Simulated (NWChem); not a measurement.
# AlH$_{2}$SOCl; SMILES [SH][Al]([Cl])[OH]

```xyz
6

Al     0.4096    -0.0597     0.0000
Cl    -0.4637     1.8455     0.0000
O      2.0865    -0.2809     0.0000
H      2.7579     0.4031     0.0000
S     -0.8526    -1.8185     0.0000
H      0.2218    -2.6411     0.0000
```
Atoms are numbered in this order, from 1.

Computed with NWChem. Pople sets run with spherical d functions. All runs use the structure optimised with PBE0/def2-SVP. Atomic charges in e: unrestrained fits to the electrostatic potential beside Mulliken populations; buried atoms are poorly determined by the fit.

For level B3LYP/def2-SVP:

| Property | Value |
|---|---|
| ESP Al1 | 0.80 |
| Mulliken Al1 | 0.70 |
| ESP O3 | -0.73 |
| Mulliken O3 | -0.45 |

How do the values read with level Hartree-Fock/6-31G* instead?


- ESP Al1: 1.07
- Mulliken Al1: 1.03
- ESP O3: -0.88
- Mulliken O3: -0.94
